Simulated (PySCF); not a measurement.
C4H7, doublet, at a GFN2-xTB geometry, with bond 9-8 at 1.6 times its length; SVWN5/STO-3G (PySCF).

Here is a job for PySCF.
```python
from pyscf import gto, scf, dft

mol = gto.Mole()
mol.atom = '''
    C    -0.01583438    0.01152779    1.49894858
    C    -0.00222843    0.02374520    0.20492787
    H    -0.02223869   -0.69129602    2.29786866
    C     0.00269449    1.29161997   -0.60733811
    H    -0.00662782    2.16401956    0.03942821
    H     0.89090871    1.32760594   -1.23693731
    H    -0.87224194    1.32254452   -1.25552371
    C     0.01033407   -1.24161286   -0.64220029
    H     0.00387481   -2.66332499    0.35769861
    H    -0.86735589   -1.25472468   -1.28612343
    H     0.90146410   -1.24964698   -1.26747727
'''
mol.basis = 'sto-3g'
mol.spin = 1
mol.verbose = 4
mol.build()

mf = dft.UKS(mol)
mf.xc = 'lda,vwn'
mf.init_guess = 'vsap'
mf.kernel()
mf.analyze()
```

What the program printed (banner, timings and long lists left out):

```
PySCF version 2.14.0

[INPUT] verbose = 4
[INPUT] num. atoms = 11
[INPUT] num. electrons = 31
[INPUT] charge = 0
[INPUT] spin (= nelec alpha-beta = 2S) = 1
[INPUT] symmetry False subgroup None
[INPUT] Mole.unit = angstrom
[INPUT] Symbol           X                Y                Z      unit          X                Y                Z       unit  Magmom
[...]
nuclear repulsion = 110.679439114513
number of shells = 19
number of NR pGTOs = 81
number of NR cGTOs = 27
basis = sto-3g
ecp = {}

******** <class 'pyscf.dft.uks.UKS'> ********
method = UKS
initial guess = vsap
damping factor = 0
level_shift factor = 0
DIIS = <class 'pyscf.scf.diis.CDIIS'>
diis_start_cycle = 1
diis_space = 8
diis_damp = 0
SCF conv_tol = 1e-09
SCF conv_tol_grad = None
SCF max_cycles = 50
direct_scf = True
direct_scf_tol = 1e-13
number electrons alpha = 16  beta = 15
XC library pyscf.dft.libxc version 7.1.2
    S. Lehtola, C. Steigemann, M. J. T. Oliveira, and M. A. L. Marques,  SoftwareX 7, 1–5 (2018)
XC functionals = lda,vwn
    P. A. M. Dirac,  Math. Proc. Cambridge Philos. Soc. 26, 376 (1930)
    F. Bloch,  Z. Phys. 57, 545 (1929)
    S. H. Vosko, L. Wilk, and M. Nusair,  Can. J. Phys. 58, 1200 (1980)
radial grids:
    Treutler-Ahlrichs [JCP 102, 346 (1995); DOI:10.1063/1.469408] (M4) radial grids

becke partition: Becke, JCP 88, 2547 (1988); DOI:10.1063/1.454033
pruning grids: <function nwchem_prune>
grids dens level: 3
symmetrized grids: False
atomic radii adjust function: <function treutler_atomic_radii_adjust>
small_rho_cutoff = 0
Set gradient conv threshold to 3.16228e-05
tot grids = 125128

init E= -152.156839905471
cycle= 1 E= -150.328695419596  delta_E= 1.83  |g|= 1.71  |ddm|= 3.47
cycle= 2 E= -142.261702283087  delta_E= 8.07  |g|= 2.56  |ddm|= 7.15
cycle= 3 E= -152.322646141883  delta_E= -10.1  |g|= 0.896  |ddm|= 6.53
cycle= 4 E= -152.804707342359  delta_E= -0.482  |g|= 0.51  |ddm|= 1.32
cycle= 5 E= -152.94302245344  delta_E= -0.138  |g|= 0.309  |ddm|= 0.687
cycle= 6 E= -152.973524739121  delta_E= -0.0305  |g|= 0.219  |ddm|= 0.297
cycle= 7 E= -152.999688492438  delta_E= -0.0262  |g|= 0.0964  |ddm|= 0.171
cycle= 8 E= -153.004862323193  delta_E= -0.00517  |g|= 0.0355  |ddm|= 0.108
cycle= 9 E= -153.005840784493  delta_E= -0.000978  |g|= 0.00283  |ddm|= 0.0489
cycle= 10 E= -153.005846402158  delta_E= -5.62e-06  |g|= 0.00153  |ddm|= 0.00595
cycle= 11 E= -153.005848264289  delta_E= -1.86e-06  |g|= 0.000214  |ddm|= 0.00244
cycle= 12 E= -153.005848335798  delta_E= -7.15e-08  |g|= 0.000164  |ddm|= 0.000933
cycle= 13 E= -153.005848365322  delta_E= -2.95e-08  |g|= 2.06e-05  |ddm|= 0.000359
cycle= 14 E= -153.005848365783  delta_E= -4.6e-10  |g|= 4.47e-06  |ddm|= 5.1e-05
Extra cycle  E= -153.005848365767  delta_E= 1.52e-11  |g|= 7.89e-06  |ddm|= 1.79e-05
converged SCF energy = -153.005848365767  <S^2> = 0.75987032  2S+1 = 2.0098461
**** SCF Summaries ****
Total Energy =                        -153.005848365767434
Nuclear Repulsion Energy =             110.679439114512633
One-electron Energy =                 -426.878107634589185
Two-electron Energy =                  163.192820154309146
Two-electron Coulomb Energy =          185.925605324409446
DFT Exchange-Correlation Energy =      -22.732785170100303
**** MO energy ****
                             alpha | beta                alpha | beta
[...]
To work with the spin densities directly, `use mulliken_meta_spin()` only printing them here.

 ** Mulliken spin pop alpha/beta on meta-lowdin orthogonal AOs **
 ** Mulliken Spin Density (per AO)  **
spin_pop of  0 C 1s        0.00000
spin_pop of  0 C 2s        0.12158
spin_pop of  0 C 2px       0.09281
spin_pop of  0 C 2py       0.67312
spin_pop of  0 C 2pz       0.12664
spin_pop of  1 C 1s        0.00000
spin_pop of  1 C 2s       -0.00935
spin_pop of  1 C 2px      -0.08352
spin_pop of  1 C 2py      -0.01056
spin_pop of  1 C 2pz      -0.00842
spin_pop of  2 H 1s       -0.00651
spin_pop of  3 C 1s        0.00000
spin_pop of  3 C 2s        0.00868
spin_pop of  3 C 2px       0.00200
spin_pop of  3 C 2py       0.01567
spin_pop of  3 C 2pz       0.01684
spin_pop of  4 H 1s       -0.00149
spin_pop of  5 H 1s       -0.00362
spin_pop of  6 H 1s       -0.00362
spin_pop of  7 C 1s        0.00001
spin_pop of  7 C 2s        0.01737
spin_pop of  7 C 2px       0.00297
spin_pop of  7 C 2py       0.02667
spin_pop of  7 C 2pz       0.03837
spin_pop of  8 H 1s       -0.01102
spin_pop of  9 H 1s       -0.00231
spin_pop of  10 H 1s       -0.00231
 ** Mulliken Spin Density (per atom)  **
spin density of  0 C =      1.01416
spin density of  1 C =     -0.11184
spin density of  2 H =     -0.00651
spin density of  3 C =      0.04319
spin density of  4 H =     -0.00149
spin density of  5 H =     -0.00362
spin density of  6 H =     -0.00362
spin density of  7 C =      0.08539
spin density of  8 H =     -0.01102
spin density of  9 H =     -0.00231
spin density of  10 H =     -0.00231
 ** Mulliken pop alpha/beta on meta-lowdin orthogonal AOs **
 ** Mulliken pop       alpha | beta **
[...]
In total            16.00000 | 15.00000
 ** Mulliken atomic charges   ( Nelec_alpha | Nelec_beta ) **
charge of  0C =     -0.09330  (     3.55373      2.53957 )
charge of  1C =     -0.01960  (     2.95388      3.06572 )
charge of  2H =      0.06937  (     0.46206      0.46857 )
charge of  3C =     -0.18196  (     3.11258      3.06938 )
charge of  4H =      0.07224  (     0.46313      0.46463 )
charge of  5H =      0.06841  (     0.46398      0.46761 )
charge of  6H =      0.06841  (     0.46398      0.46761 )
charge of  7C =     -0.12086  (     3.10313      3.01773 )
charge of  8H =      0.01011  (     0.48943      0.50046 )
charge of  9H =      0.06359  (     0.46705      0.46936 )
charge of  10H =      0.06359  (     0.46705      0.46936 )
Dipole moment(X, Y, Z, Debye):  0.00695, -0.10340, -0.63089
```
